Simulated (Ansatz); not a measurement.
System: InF₃ (charge 0, singlet). SMILES: [F][In]([F])[F]

Atoms: In1, F2, F3, F4. Bonds: In1-F2, In1-F3, In1-F4.

Bond lengths (Å) and angles (degrees) optimised at HF/6-31G* with LANL2DZ past Ar with Ansatz (an electronic-structure program); PBE/6-31G* with LANL2DZ past Ar with Ansatz; MP2/6-31G* with LANL2DZ past Ar with Ansatz, each started from the B3LYP-D3(BJ)/def2-TZVP structure (Ansatz) of the last column. A row stands for all coordinates that are equal there. 6-31G* holds six Cartesian d functions. No wavenumbers were computed at PBE/6-31G* with LANL2DZ past Ar, MP2/6-31G* with LANL2DZ past Ar, so these may be saddle points.

| coordinate | HF/6-31G* with LANL2DZ past Ar | PBE/6-31G* with LANL2DZ past Ar | MP2/6-31G* with LANL2DZ past Ar | B3LYP-D3(BJ)/def2-TZVP |
|---|---|---|---|---|
| In1-F2 | 1.776 | 1.820 | 1.803 | 1.932 |
| F2-In1-F3 | 120.0 | 120.0 | 120.0 | 120.0 |

Mean signed difference of all 3 bond lengths from B3LYP-D3(BJ)/def2-TZVP: HF/6-31G* with LANL2DZ past Ar -0.156 Å, PBE/6-31G* with LANL2DZ past Ar -0.112 Å, MP2/6-31G* with LANL2DZ past Ar -0.129 Å.
